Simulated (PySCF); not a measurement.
Molecule: 3-chloro-1,1,1,2,2-pentafluoropropane (FC(F)(F)C(F)(F)CCl, C₃H₂ClF₅).

Bonds (- single, = double, # triple, : aromatic): F1-C2, C2-F3, C2-F4, C2-C5, C5-F6, C5-F7, C5-C8, C8-Cl9. C8 carries H10, H11.

Frames of a GFN2-xTB Langevin trajectory at 300 K; GIAO PBE0/pcSseg-1 shieldings in PySCF 2.14, gas phase, non-relativistic; equivalent atoms averaged within each frame.

Chemical shifts δ = σref − σ; CFCl3 for 19F (σref 170.95); 13C (σref 186.93), 1H (σref 31.72) against TMS; 35Cl (σref 949.78) against HCl, all at this level. The references are static minima.

How do the shifts (ppm) fluctuate along the trajectory?

Answers


```tsv
time (fs)	F1/F3/F4	F6/F7	C2	C5	C8	Cl9	H10/H11
optimised geometry	-93.2	-134.2	128.2	121.7	49.0	65	4.03
250	-75.7	-135.7	135.3	122.0	43.1	28	3.49
425	-72.9	-121.7	133.3	124.9	58.1	120	4.89
625	-86.6	-110.2	128.2	128.7	63.6	201	5.27
800	-93.3	-132.8	125.7	121.8	50.5	52	4.23
1000	-86.5	-134.3	128.5	119.6	55.6	115	4.15
mean of frames	-83.0	-126.9	130.2	123.4	54.2	103	4.41
standard deviation	8.5	10.8	3.9	3.5	7.8	68	0.69
```

5 frames give an uncertainty of the mean of about the standard deviation over 2.2 at best, since frames this close in time may not be independent; classical motion lacks zero-point vibration, and the reference would need the same averaging.
